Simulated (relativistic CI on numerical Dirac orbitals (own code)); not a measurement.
**A ladder of approximations for the levels of Hg2+**

Calculated with a relativistic CI code on KLI orbitals (one set per configuration, finite nucleus), adding one ingredient at a time: step 1, Dirac-Coulomb, each configuration alone; step 2, with Breit and QED terms; step 3, with configuration mixing; step 4, with scaled Slater integrals (0.85); step 5, with a P86 correlation estimate; step 6, tied to the ionisation limit. P86 is a density functional for the correlation energy, evaluated here for each configuration and added to its levels. Step 6 is semi-empirical: configurations made of the next ion and one excited electron move by 2547 cm⁻¹, so that their limit matches the tabulated ionisation energy, and those with a non-penetrating f or g electron also take the P86 value of the least penetrating other one.

Configurations in the expansion (outside the closed core [Xe] 4f14): 5d¹⁰, 5d⁹6s, 5d⁹6p, 5d⁹7s, 5d⁹5f, 5d⁹6d, 5d⁹7p, 5d⁹7d, 5d⁹6f, 5d⁹7f, 5d⁸6s², 5d⁸6s6p.

Computed minus measured energy above the ground level, in cm⁻¹, for 7 of the 22 excited levels that pair in every step (one J of a term; a digit in brackets numbers repeated terms):

```
Configuration  Term  J  Measured  Step 1  Step 2  Step 3  Step 4  Step 5  Step 6
        5d⁹6s    3D  3     42850    -517     202     981    1185    4561    7107
        5d⁹6s    1D  2     61086    1325    1742    1378     905    4315    6832
       5d⁸6s²    3F  4     97894    2096    3555    4345    5483   11611   11612
        5d⁹6p    jj  3    105628   -2555   -2017   -3247   -2418    3077    5581
       5d⁸6s²    jj  2    106028    3558    5019    6631    6165   12265   12293
       5d⁸6s²    1S  0    158909    7715    8682    9943    4546   10663   10669
        5d⁹7s    jj  3    178428   -9581   -9262   -8430   -8520   -1462    1085
```

Mean absolute errors in cm⁻¹, over all paired levels and for the configurations:

```
Configuration, levels  Step 1  Step 2  Step 3  Step 4  Step 5  Step 6
              all, 22    4070    4372    5076    4772    5227    6299
             5d⁹6s, 4     838     938    1070     980    4368    6905
            5d⁸6s², 7    3814    4983    6018    5335   11456   11464
             5d⁹6p, 7    2950    2758    4380    4055    1458    3947
             5d⁹7s, 4    9713    9561    8651    8834    1777     769
```

Measured levels: Moore, Atomic Energy Levels, vol. III, NSRDS-NBS 35 (1971 reprint of NBS Circular 467, 1958). The analysis dates from before 1960.

Problem. What does each ingredient do to the ground and the excited configurations, and where is the model closest to experiment?

Solution. Mixing lowers the ground level by 870; relative to it the configurations that move most are 5d⁹6p by -1644, 5d⁸6s² by +1036, 5d⁹7s by +909. The P86 estimate moves 5d⁹7s by +7057, 5d⁸6s² by +6121, 5d⁹6p by +5513, and takes the mean absolute error of the excited configurations from 4772 to 5227. Step 6 takes that error from 5227 to 6299; the error more than halves for 5d⁹7s; it grows for 5d⁹6s, 5d⁹6p. The shift fits the limit, so it does little for low levels whose errors differ from those near the limit. The mean absolute error is lowest at step 1 (4070 cm⁻¹), and the largest single drop is from step 3 to 4 (5076 to 4772).
